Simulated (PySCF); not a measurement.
dimethyl(silyl)silane (C2H10Si2), SMILES C[SiH](C)[SiH3]. Atoms are numbered in the order given.

```xyz
14

Si     1.7993     0.0978     0.0000
Si    -0.4932    -0.4230     0.0000
C     -1.3098     0.2728     1.5524
C     -1.3098     0.2728    -1.5524
H      2.4862    -0.4516     1.2120
H      2.4862    -0.4516    -1.2120
H      1.9931     1.5843     0.0000
H     -0.6298    -1.9175     0.0000
H     -0.8572    -0.1428     2.4666
H     -2.3855     0.0312     1.5684
H     -1.2089     1.3695     1.5935
H     -1.2089     1.3695    -1.5935
H     -0.8572    -0.1428    -2.4666
H     -2.3855     0.0312    -1.5684
```

Geometry optimised at r2SCAN-D4/def2-SVP.

Level of theory: SMD-PBE0/6-31G* run with PySCF.

Solvation free energies are E(SMD) − E(gas) at the gas-phase geometry, for 1 M in both phases. In vacuum the dipole moment is 1.23 D.

### Question
Estimate the solvation free energies in water, cyclohexanone, diethylether. (Estimate from the structure and the level; the computed values follow.)

### Answer

| solvent | ΔG(solv) (kcal/mol) | its non-electrostatic (CDS) part | dipole (D) |
|---|---|---|---|
| water | 3.3 | 4.9 | 1.62 |
| cyclohexanone | -0.5 | 1.0 | 1.58 |
| diethylether | -1.6 | -0.6 | 1.49 |
